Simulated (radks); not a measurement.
Results of a calculation; reference values are marked as such.
Numerical settings for neutral argon, [Ar]. Code: a radial shooting solver on a logarithmic mesh with Libxc functionals. Model: non-relativistic Kohn-Sham, r2SCAN, spin-unpolarised, spherical densities, point nucleus; meta-GGA in the generalised Kohn-Sham scheme. The defaults (mesh step 0.008 in ln r, mesh end at 40 bohr or more with all orbitals vanishing there, Anderson mixing 0.5 over 9 steps, residual threshold near 1e-9 with the energy settled to 1e-9 hartree or 1e-11 of itself, here a cap of 99 iterations) give E = -527.518 hartree and 3p at -10.727 eV in 10 iterations. Run on one thread of a shared host, so times are rough (Arm Neoverse N1): 0.07 s of CPU time, 0.07 s wall, 10 iterations on 2597 mesh points. Changes against that run (0 stands for a change within the tolerance of the run):

| setting | iterations | converged | E (mhartree) | e(3p) (meV) | CPU (s) |
|---|---|---|---|---|---|
| mesh step in ln r 0.08 | 10 | yes | -4.28 | -0.451 | 0.02 |
| mesh step in ln r 0.02 | 10 | yes | +0.00175 | 0 | 0.04 |
| mesh step in ln r 0.012 | 10 | yes | 0 | 0 | 0.05 |
| mesh end (bohr) 1 | 10 | level above zero | +9.39e+04 | +4.13e+05 | 0.05 |
| mesh end (bohr) 400 | 10 | yes | 0 | 0 | 0.07 |
| residual threshold 0.01 | 9 | yes | 0 | +0.0427 | 0.07 |
| residual threshold 0.001 | 9 | yes | 0 | +0.0427 | 0.07 |
| mixing 1 | 9 | yes | 0 | +0.0195 | 0.07 |
| linear mixing, mixing 1 | 60 | yes | 0 | +0.00394 | 0.32 |
| linear mixing, mixing 0.05 | 99 | no | +0.00184 | -41.4 | 0.5 |
| mixing history 20 | 10 | yes | 0 | 0 | 0.07 |
| iteration cap 5 | 5 | no | +0.00357 | +34.2 | 0.03 |

Settled on a wrong energy, with an occupied level pushed above zero by the early mesh end: mesh end (bohr) 1 (+93.9 hartree). Apart from these: settings that end as converged yet miss the energy by more than 1 mhartree: mesh step in ln r 0.08 (-0.00428 hartree). A mesh that ends early acts as a hard wall.
